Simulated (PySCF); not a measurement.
Start geometry of `[GaH3]` from GFN2-xTB (Å):
```
atom  x, y, z in Å
Ga1    0.065   -0.075   -0.003
H2    -0.013    1.556   -0.030
H3     1.303   -0.785   -0.017
H4    -1.252   -0.777   -0.026
```

Task: What comes out of this run: PBE0-D3(BJ)/def2-SVP geometry optimisation, gas phase in PySCF?

Result: 
```
atom  x, y, z in Å
Ga1    0.0270   -0.0222   -0.0203
H2     0.0136    1.5494   -0.0244
H3     1.3941   -0.7958   -0.0112
H4    -1.3309   -0.8123   -0.0203
```

The energy falls by 0.259 eV over 6 energy and gradient evaluations, the largest force component goes from 0.0524 to 3.6e-04 Eh/bohr, and the atoms move by 0.073 Å rms after alignment. The bond that changes most is Ga1–H3 (ends: gallium bonded to 3 H; hydrogen on gallium), which lengthens by 0.144 Å. Bonds longer at the end by more than 0.005 Å: 2 of 3; shorter: 1. Among the angles that change most is H2–Ga1–H4, from 115.3° to 119.7°. Rotational constants go from 153999, 136483, 72382 to 135856, 135000, 67713 MHz. The orientation of the end geometry is arbitrary; only internal coordinates are fixed.

The run used 47 basis functions and 31 SCF cycles in all. On one thread, Intel Xeon Platinum 8488C (x86_64), no GPU, shared host with 192 logical CPUs at a one-minute load of 28, this took 3.6 s of wall time and 0.26 GiB of memory at its peak.

No PBE0-D3(BJ)/def2-SVP frequencies stand behind this structure, so it isn't proved a minimum.
